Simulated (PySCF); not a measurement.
**Trend along the chalcogens: MTi molecules**

PBE0 with triple-zeta basis sets in PySCF, for the lowest determinant that a PBE0 search found; no spin–orbit coupling. De refers to high-spin ground-configuration atoms. A positive dipole means M(−)Ti(+).

```json
{"M": "O", "basis": "def2-TZVPP", "state (unpaired electrons)": "triplet (σ ↑, δ ↑)", "Re (Å)": "1.597", "ωe (cm⁻¹)": "1070", "De (eV)": "n/a", "μ (D)": "3.46"}
{"M": "S", "basis": "def2-TZVPP", "state (unpaired electrons)": "triplet (σ ↑, δ ↑)", "Re (Å)": "2.068", "ωe (cm⁻¹)": "584", "De (eV)": "n/a", "μ (D)": "5.59"}
{"M": "Se", "basis": "x2c-TZVPPall", "state (unpaired electrons)": "triplet (σ ↑, δ ↑)", "Re (Å)": "2.201", "ωe (cm⁻¹)": "427", "De (eV)": "n/a", "μ (D)": "5.84"}
```

The shortest bond is that of TiO (1.597 Å), the longest that of TiSe (2.201 Å).

The rows differ in basis set, which adds steps of its own.

Relativity is treated differently too: O no relativity; S no relativity; Se spin-free X2C.

De is n/a where a free atom or ion gave no sound limit at this level.

Down a group bonds as a rule get longer and wavenumbers fall, partly through the reduced mass; this series shows no clear exception.

De is left out where the level can put another filling of the metal’s s and d shells below the measured ground configuration, by anything from nothing to about 1 eV. Spin–orbit coupling is left out. The state is the lowest single determinant that the PBE0 search found; with open d or f shells the true ground state can be another one.
